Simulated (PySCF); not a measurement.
Computed shifts of a molecule C₂H₇BO₃, PBE0/pcSseg-1 (PySCF), GIAO, gas phase, equivalent atoms averaged, in ppm (number of nuclei): ¹³C: 59.3 (1), 23.8 (1). ¹H: 6.35 (1), 4.04 (1), 3.60 (1), 1.51 (3), 0.34 (1). References: ¹³C against TMS (σ = 186.3 ppm); ¹⁷O against H2O (σ = 334.2 ppm); ¹¹B against BF3 (σ = 88.8 ppm); ¹H against TMS (σ = 31.56 ppm), references at their B3LYP-D3(BJ)/def2-TZVP geometries, non-relativistic. Geometry: PBE0-D3(BJ)/def2-SVP. Other conformers were not sampled.

### Question
Which molecule gave these data?
(A) OCB(O)CO
(B) OCCB(O)O
(C) C[C@H](O)B(O)O
(D) COCB(O)O

### Answer
C, C[C@H](O)B(O)O
